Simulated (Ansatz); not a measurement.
Cost and result up the ladder for tetraphenylethylene (C26H20) (46 atoms). Charge 0, multiplicity 1. Geometry: r2SCAN-D4/def2-SVP.

```csv
atom,x (Å),y (Å),z (Å)
C1,1.5875,-2.3901,3.7428
C2,2.2044,-1.2602,3.1943
C3,1.5891,-0.5554,2.1595
C4,0.3407,-0.9640,1.6520
C5,-0.3334,-0.2096,0.5629
C6,0.3335,0.2090,-0.5633
C7,1.6925,-0.2825,-0.9115
C8,2.0127,-1.6523,-0.8473
C9,3.2862,-2.1046,-1.1935
C10,4.2683,-1.1984,-1.6088
C11,3.9598,0.1634,-1.6909
C12,2.6818,0.6157,-1.3568
C13,-0.2536,1.1852,-1.5184
C14,-0.8789,2.3634,-1.0669
C15,-1.4109,3.2815,-1.9727
C16,-1.3323,3.0413,-3.3490
C17,-0.7013,1.8820,-3.8121
C18,-0.1573,0.9688,-2.9068
C19,-1.7794,0.0605,0.7772
C20,-2.2427,0.5017,2.0321
C21,-3.5994,0.7536,2.2450
C22,-4.5235,0.5478,1.2155
C23,-4.0796,0.0839,-0.0278
C24,-2.7227,-0.1561,-0.2457
C25,-0.2819,-2.0868,2.2312
C26,0.3408,-2.7990,3.2582
H27,2.0716,-2.9434,4.5532
H28,3.1720,-0.9229,3.5780
H29,2.0736,0.3277,1.7337
H30,1.2474,-2.3633,-0.5241
H31,3.5131,-3.1738,-1.1419
H32,5.2675,-1.5538,-1.8782
H33,4.7195,0.8788,-2.0203
H34,2.4423,1.6810,-1.4290
H35,-0.9413,2.5546,0.0080
H36,-1.8880,4.1935,-1.6013
H37,-1.7516,3.7608,-4.0587
H38,-0.6299,1.6887,-4.8867
H39,0.3416,0.0663,-3.2731
H40,-1.5235,0.6574,2.8421
H41,-3.9380,1.1105,3.2225
H42,-5.5878,0.7376,1.3848
H43,-4.7970,-0.0958,-0.8343
H44,-2.3794,-0.5193,-1.2183
H45,-1.2604,-2.4057,1.8594
H46,-0.1520,-3.6778,3.6851
```

Ansatz on 2 threads of AMD EPYC 7R13 on a shared host and a share (18 GiB) of an NVIDIA H100 80GB HBM3. Times are rough, and most runs start from the orbitals of an earlier one. r2SCAN0-D4/def2-TZVP serves as the yardstick here, not as an exact answer. Differences are given only for rows in sets of like size (and for xTB, whose basis is part of the method), since another set adds its own error. Binding counts from free atoms at the same level (C triplet, H doublet; other spins of the atoms weren't run), without zero-point energy or a counterpoise term.

B3LYP takes the VWN-RPA correlation. Correlated methods freeze 26 core orbitals. The rows differ in basis, and correlated rows in double-zeta sets carry the largest basis error. Single mean-field runs in def2-SVP, def2-TZVP are fitted with def2-universal-jkfit.

Run but left out: HF/6-31G (restricted singlet, unstable in another Hartree–Fock run and untested here).

Correlated methods converge slowly with the basis, most of all in double-zeta sets.

```json
{"level": "B3LYP-D4/6-31G", "functions": "274", "wall time": "9.5 s", "binding energy per atom (eV)": "5.18", "difference from r2SCAN0-D4/def2-TZVP (eV)": "–", "remarks": "–"}
{"level": "PBE-D4/def2-SVP", "functions": "464", "wall time": "9.5 s", "binding energy per atom (eV)": "5.54", "difference from r2SCAN0-D4/def2-TZVP (eV)": "–", "remarks": "–"}
{"level": "MP2/def2-SVP", "functions": "464", "wall time": "11 s", "binding energy per atom (eV)": "5.22", "difference from r2SCAN0-D4/def2-TZVP (eV)": "–", "remarks": "restricted SCF unstable"}
{"level": "PBE0-D4/def2-SVP", "functions": "464", "wall time": "12 s", "binding energy per atom (eV)": "5.44", "difference from r2SCAN0-D4/def2-TZVP (eV)": "–", "remarks": "–"}
{"level": "PBE-D4/def2-TZVP (with forces)", "functions": "926", "wall time": "14 s", "binding energy per atom (eV)": "5.46", "difference from r2SCAN0-D4/def2-TZVP (eV)": "0.25", "remarks": "–"}
{"level": "r2SCAN0-D4/def2-TZVP (with forces)", "functions": "926", "wall time": "14 s", "binding energy per atom (eV)": "5.21", "difference from r2SCAN0-D4/def2-TZVP (eV)": "0.00", "remarks": "–"}
{"level": "r2SCAN-D4/def2-TZVP", "functions": "926", "wall time": "15 s", "binding energy per atom (eV)": "5.29", "difference from r2SCAN0-D4/def2-TZVP (eV)": "0.08", "remarks": "–"}
{"level": "PBE0-D4/def2-TZVP", "functions": "926", "wall time": "16 s", "binding energy per atom (eV)": "5.35", "difference from r2SCAN0-D4/def2-TZVP (eV)": "0.14", "remarks": "–"}
```
